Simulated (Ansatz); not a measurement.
Isolated molecules relaxed with PBE0-D4/def2-TZVP in Ansatz; ΔE leaves out vibrations. CCSD(T)/CBS adds triple-zeta CCSD(T) − MP2 to the extrapolated MP2 energy (def2 sets, frozen cores). This one scheme is used for every species. Functionals use def2-TZVPP. Each species was taken in one conformer, which may not be the lowest.

Reaction (hydrogenolysis of a C–Cl bond): `N=CC([SiH3])Cl` + H₂ → `N=CC[SiH3]` + HCl

```tsv
level	ΔE (kJ/mol)
B97M-V	-99.8
PBE0	-99.5
r2SCAN0	-98.3
CAM-B3LYP	-102.6
```

(1) What does CCSD(T)/CBS give? (Estimate.)

Largest T1 diagnostic among the species: 0.012.

Results:

(1) Computed: -91.9 kJ/mol. The listed levels differ from it by -7.9, -7.6, -6.4, -10.7 kJ/mol.

From r2SCAN to r2SCAN0 (25 % exact exchange), in def2-TZVPP and without D4, ΔE moves by −5.9 kJ/mol. In def2-TZVPP, CCSD(T) changes the Hartree–Fock value by +19.7 kJ/mol (the triples alone add +6.3 kJ/mol) and MP2 by +24.8 kJ/mol. The D4 term adds +10.1 kJ/mol with B3LYP and +5.4 kJ/mol with PBE0; it sums over pairs of atoms, weighted by their polarisabilities, and B3LYP, whose exchange is more repulsive, gets the larger term.

CCSD(T)/CBS has its own doubt, a few kJ/mol and more with outer-core shells, so smaller differences from it don't rank the levels.

B3LYP here is the variant with VWN-RPA as its local correlation; programs differ in this.
